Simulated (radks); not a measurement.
Ga I, 31 electrons, occupied as [Ar] 3d10 4s2 4p0.5 5s0.5 (fractional occupations, a model configuration).

Method: Dirac Kohn-Sham, LDA (Slater exchange, Perdew-Wang correlation), spin-unpolarised, spherical densities, point nucleus; open shells are shared between the two j in proportion to 2j + 1; computed with a radial shooting solver on a logarithmic mesh with Libxc functionals.

Energy parts (eV):
part                       energy
total                  -52821.540
kinetic                 53849.953
electron-nucleus      -127473.931
Hartree                 22778.280
exchange-correlation    -1975.842

Orbitals (lengths in bohr, moments of r in powers of bohr; <r^-3> diverges for s and p1/2; r(max) is where P^2 peaks; r(90%) holds 90 % of the orbital's charge):
| orbital | occ. | eigenvalue (eV) | <r^-3> | r(90%) | <r> | r(max) |
|---|---|---|---|---|---|---|
| 1s1/2 | 2 | -10209.83 | - | 0.0870 | 0.04867 | 0.03183 |
| 2s1/2 | 2 | -1261.604 | - | 0.338 | 0.2180 | 0.1828 |
| 2p1/2 | 2 | -1118.347 | - | 0.309 | 0.1885 | 0.1445 |
| 2p3/2 | 4 | -1090.752 | 859.3 | 0.314 | 0.1920 | 0.1474 |
| 3s1/2 | 2 | -149.4231 | - | 0.979 | 0.6530 | 0.5651 |
| 3p1/2 | 2 | -103.1172 | - | 1.04 | 0.6726 | 0.5612 |
| 3p3/2 | 4 | -99.4777 | 114.1 | 1.06 | 0.6836 | 0.5696 |
| 3d3/2 | 4 | -21.7099 | 11.96 | 1.39 | 0.8063 | 0.5293 |
| 3d5/2 | 6 | -21.2465 | 11.62 | 1.40 | 0.8127 | 0.5323 |
| 4s1/2 | 2 | -10.8742 | - | 3.46 | 2.279 | 1.866 |
| 4p1/2 | 0.166667 | -4.1888 | - | 4.96 | 3.129 | 2.391 |
| 4p3/2 | 0.333333 | -4.0473 | 4.457 | 5.06 | 3.189 | 2.434 |
| 5s1/2 | 0.5 | -1.2132 | - | 11.9 | 8.062 | 6.963 |

The highest occupied level is 5s1/2 at -1.213 eV. Summed over all electrons, <r^2> = 68.28 bohr^2, which gives a Langevin (diamagnetic) susceptibility term of -54.1 x 10^-6 cm^3/mol. The density falls to 0.001 e/bohr^3 at r = 4.16 bohr.

Run on one thread of a shared host, so times are rough (AMD EPYC 7R43 64-Core Processor): 0.13 s of CPU time, 0.13 s wall, 16 iterations on 2725 mesh points.
